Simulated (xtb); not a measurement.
C3H5 (SMILES [CH]=CC), doublet, from a rough starting geometry; GFN2-xTB run with xtb.

The xtb input:
```
$ xtb mol.xyz --gfn 2 --uhf 1 --opt vtight --json

# file mol.xyz
8

C      1.60566821     0.09044326     0.01085648
C      0.25922498     0.50460724    -0.01248339
H      2.35841428     0.84147177    -0.04481600
H     -0.00152248     1.47367123    -0.03646580
C     -0.81288183    -0.49675104    -0.00835682
H     -0.45064912    -1.59943867     0.07851369
H     -1.51276269    -0.38708536     0.93222612
H     -1.52205738    -0.45887702    -0.88567432
```

Task: Write the output that xtb gives for this input, abridged.

Result: 
```
   ID    Z sym.   atoms
    1    6 C      1, 2, 5
    2    1 H      3, 4, 6-8

           -------------------------------------------------
          |                Calculation Setup                |
           -------------------------------------------------

           -------------------------------------------------
          |                 G F N 2 - x T B                 |
           -------------------------------------------------

          ...................................................
          :                      SETUP                      :
          :.................................................:
          :  # basis functions                  17          :
          :  # atomic orbitals                  17          :
          :  # shells                           11          :
          :  # electrons                        17          :
          :  max. iterations                   250          :
          :  Hamiltonian                  GFN2-xTB          :
          :  restarted?                      false          :
          :  GBSA solvation                  false          :
          :  PC potential                    false          :
          :  electronic temp.          300.0000000     K    :
          :  accuracy                    1.0000000          :
          :  -> integral cutoff          0.2500000E+02      :
          :  -> integral neglect         0.1000000E-07      :
          :  -> SCF convergence          0.1000000E-05 Eh   :
          :  -> wf. convergence          0.1000000E-03 e    :
          :  Broyden damping             0.4000000          :
          :  net charge                          0          :
          :  unpaired electrons                  1          :
          ...................................................

 iter      E             dE          RMSdq      gap      omega  full diag
   1     -8.9197615 -0.891976E+01  0.464E+00    3.35       0.0  T
   2     -8.9318965 -0.121350E-01  0.269E+00    3.23       1.0  T
   3     -8.9221243  0.977224E-02  0.138E+00    3.50       1.0  T
   4     -8.9303997 -0.827539E-02  0.732E-01    3.19       1.0  T
   5     -8.9336746 -0.327493E-02  0.100E-01    3.30       1.0  T
   6     -8.9336810 -0.641263E-05  0.593E-02    3.31       1.0  T
   7     -8.9336834 -0.235809E-05  0.728E-03    3.31       4.9  T
   8     -8.9336833  0.953334E-07  0.556E-03    3.31       6.4  T
   9     -8.9336834 -0.156528E-06  0.584E-04    3.31      60.5  T
  10     -8.9336834 -0.257813E-09  0.811E-05    3.31     436.2  T

   *** convergence criteria satisfied after 10 iterations ***

         :::::::::::::::::::::::::::::::::::::::::::::::::::::
         ::                     SUMMARY                     ::
         :::::::::::::::::::::::::::::::::::::::::::::::::::::
         :: total energy              -8.800455603615 Eh    ::
         :: gradient norm              0.215340921784 Eh/a0 ::
         :: HOMO-LUMO gap              3.310121038248 eV    ::
         ::.................................................::
         :: SCC energy                -8.933683143353 Eh    ::
         :: -> isotropic ES            0.001357226144 Eh    ::
         :: -> anisotropic ES          0.003461347093 Eh    ::
         :: -> anisotropic XC          0.008729398549 Eh    ::
         :: -> dispersion             -0.002689781134 Eh    ::
         :: repulsion energy           0.133227539738 Eh    ::
         :: add. restraining           0.000000000000 Eh    ::
         :: total charge               0.000000000000 e     ::
         :::::::::::::::::::::::::::::::::::::::::::::::::::::

      -----------------------------------------------------------
     |                   =====================                   |
     |                        A N C O P T                        |
     |                   =====================                   |
     |               Approximate Normal Coordinate               |
     |                Rational Function Optimizer                |
      -----------------------------------------------------------
      -----------------------------------------------------------
     |                   =====================                   |
     |                        A N C O P T                        |
     |                   =====================                   |
     |               Approximate Normal Coordinate               |
     |                Rational Function Optimizer                |
      -----------------------------------------------------------

          ...................................................
          :                      SETUP                      :
          :.................................................:
          :   optimization level         verytight          :
          :   max. optcycles                   200          :
          :   ANC micro-cycles                  20          :
          :   degrees of freedom                18          :
          :.................................................:
          :   RF solver                   davidson          :
          :   write xtbopt.log                true          :
          :   linear?                        false          :
          :   energy convergence         0.1000000E-06 Eh   :
          :   grad. convergence          0.2000000E-03 Eh/α :
          :   maxmium RF displ.          1.0000000          :
          :   Hlow (freq-cutoff)         0.1000000E-01      :
          :   Hmax (freq-cutoff)         5.0000000          :
          :   S6 in model hess.         20.0000000          :
          ...................................................

generating ANC from exact Hessian ...
Using Lindh-Hessian (1995)
 Shifting diagonal of input Hessian by    7.1598889285474747E-004
 Lowest  eigenvalues of input Hessian
    0.000000    0.000000    0.000000    0.000000    0.000000    0.000000
    0.010000    0.020306    0.027657    0.045465    0.057499    0.059916
[...]
 * total energy  :    -8.8004556 Eh     change       -0.5060841E-11 Eh
 * total energy  :    -8.8263189 Eh     change       -0.2586333E-01 Eh
 * total energy  :    -8.8303117 Eh     change       -0.3992813E-02 Eh
 * total energy  :    -8.8309764 Eh     change       -0.6646915E-03 Eh
 * total energy  :    -8.8312329 Eh     change       -0.2564849E-03 Eh
 * total energy  :    -8.8313918 Eh     change       -0.1588596E-03 Eh
 * total energy  :    -8.8314367 Eh     change       -0.4488840E-04 Eh
 * total energy  :    -8.8314497 Eh     change       -0.1304761E-04 Eh
 * total energy  :    -8.8314538 Eh     change       -0.4087209E-05 Eh
 * total energy  :    -8.8314551 Eh     change       -0.1329851E-05 Eh
 * total energy  :    -8.8314552 Eh     change       -0.7608397E-07 Eh
   *** GEOMETRY OPTIMIZATION CONVERGED AFTER 11 ITERATIONS ***
[...]
          :  -> integral neglect         0.1000000E-07      :
          :  -> SCF convergence          0.1000000E-05 Eh   :
          :  -> wf. convergence          0.1000000E-03 e    :
          :  Broyden damping             0.4000000          :
          :  net charge                          0          :
          :  unpaired electrons                  1          :
          ...................................................

 iter      E             dE          RMSdq      gap      omega  full diag
   1     -8.9981903 -0.899819E+01  0.594E-05    3.56       0.0  T
   2     -8.9981903 -0.810019E-12  0.330E-05    3.56    1073.0  T
   3     -8.9981903 -0.393996E-11  0.276E-05    3.56    1278.7  T

   *** convergence criteria satisfied after 3 iterations ***

         :::::::::::::::::::::::::::::::::::::::::::::::::::::
         ::                     SUMMARY                     ::
         :::::::::::::::::::::::::::::::::::::::::::::::::::::
         :: total energy              -8.831455213783 Eh    ::
         :: gradient norm              0.000150740889 Eh/a0 ::
         :: HOMO-LUMO gap              3.559443945628 eV    ::
         ::.................................................::
         :: SCC energy                -8.998189983672 Eh    ::
         :: -> isotropic ES            0.002268814752 Eh    ::
         :: -> anisotropic ES          0.002150082329 Eh    ::
         :: -> anisotropic XC          0.008931909953 Eh    ::
         :: -> dispersion             -0.002685152513 Eh    ::
         :: repulsion energy           0.166734769889 Eh    ::
         :: add. restraining           0.000000000000 Eh    ::
         :: total charge               0.000000000000 e     ::
         :::::::::::::::::::::::::::::::::::::::::::::::::::::

           -------------------------------------------------
          |                Property Printout                |
           -------------------------------------------------

    * Orbital Energies and Occupations

         #    Occupation            Energy/Eh            Energy/eV
      -------------------------------------------------------------
         1        2.0000           -0.6161907             -16.7674
         2        2.0000           -0.5858479             -15.9417
         3        2.0000           -0.5318323             -14.4719
         4        2.0000           -0.5039541             -13.7133
         5        2.0000           -0.4857949             -13.2192
         6        2.0000           -0.4613982             -12.5553
         7        2.0000           -0.4494992             -12.2315
         8        2.0000           -0.3970393             -10.8040
         9        1.0000           -0.3152937              -8.5796 (HOMO)
        10                         -0.1844865              -5.0201 (LUMO)
        11                          0.0996503               2.7116
        12                          0.1597320               4.3465
        13                          0.1796310               4.8880
        14                          0.2221662               6.0454
        15                          0.2555510               6.9539
        16                          0.3246197               8.8334
        17                          0.7696979              20.9445
      -------------------------------------------------------------
                  HL-Gap            0.1308072 Eh            3.5594 eV
             Fermi-level           -0.3030283 Eh           -8.2458 eV

     #   Z          covCN         q      C6AA      α(0)
     1   6 C        1.913    -0.119    34.416     9.474
     2   6 C        2.881    -0.019    28.471     8.747
     3   1 H        0.927     0.052     2.298     2.371
     4   1 H        0.923     0.048     2.351     2.398
     5   6 C        3.756    -0.099    22.439     6.754
     6   1 H        0.925     0.048     2.347     2.396
     7   1 H        0.925     0.044     2.391     2.418
     8   1 H        0.925     0.044     2.390     2.418

 Mol. C6AA /au·bohr⁶  :        556.345178
 Mol. C8AA /au·bohr⁸  :      12604.676837
 Mol. α(0) /au        :         36.975794

Wiberg/Mayer (AO) data.
largest (>0.10) Wiberg bond orders for each atom

 ---------------------------------------------------------------------------
     #   Z sym  total        # sym  WBO       # sym  WBO       # sym  WBO
 ---------------------------------------------------------------------------
     1   6 C    3.240 --     2 C    2.088     3 H    0.974
     2   6 C    3.988 --     1 C    2.088     5 C    1.005     4 H    0.886
     3   1 H    0.997 --     1 C    0.974
     4   1 H    0.988 --     2 C    0.886
     5   6 C    3.995 --     2 C    1.005     6 H    0.986     7 H    0.973
                             8 H    0.973
     6   1 H    0.998 --     5 C    0.986
     7   1 H    0.998 --     5 C    0.973
     8   1 H    0.998 --     5 C    0.973
 ---------------------------------------------------------------------------

Topologies differ in total number of bonds
Writing topology from bond orders to xtbtopo.mol

molecular dipole:
                 x           y           z       tot (Debye)
 q only:       -0.251       0.035      -0.001
   full:       -0.302       0.196      -0.006       0.916
molecular quadrupole (traceless):
                xx          xy          yy          xz          yz          zz
 q only:        0.065       0.457       0.388      -0.020      -0.030      -0.453
  q+dip:        1.454       0.667       0.359      -0.035      -0.075      -1.813
   full:        0.394       0.870       0.606      -0.037      -0.056      -0.999

optimized geometry written to: xtbopt.xyz

           -------------------------------------------------
          | TOTAL ENERGY               -8.831455213783 Eh   |
          | GRADIENT NORM               0.000150740889 Eh/α |
          | HOMO-LUMO GAP               3.559443945628 eV   |
           -------------------------------------------------

normal termination of xtb
```
